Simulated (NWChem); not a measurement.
# SnSiH4S, singlet; SMILES [SiH3][Sn][SH]

Results from NWChem. Low-valent species are run as closed-shell singlets; no triplet was tried in these runs. The geometry was optimised at PBE0/def2-SVP. No frequency run checked for a minimum. def2 effective core potentials on Sn; no spin-orbit coupling. One conformer.

Diagonal of the polarisability tensor at PBE0/def2-SVPD, static: 99.87, 129.59, 85.88 bohr³.

Question: Find the mean polarisability volume, the molar refraction, and the refractive index that an ideal gas of it would have at 273.15 K and 1 atm.

Answer: 
1. Mean: one third of the trace = 105.11 bohr³ × 0.14818 Å³/bohr³ = 15.58 Å³.
2. Molar refraction (Lorentz-Lorenz): (4π/3) N_A α = 39.3 cm³/mol.
3. Number density p/kT = 2.687 × 10⁻⁵ Å⁻³; n − 1 = 2π N α = 26.30 × 10⁻⁴.
4. These hold the electronic response alone: vibrational and orientational terms add to the static dielectric constant.
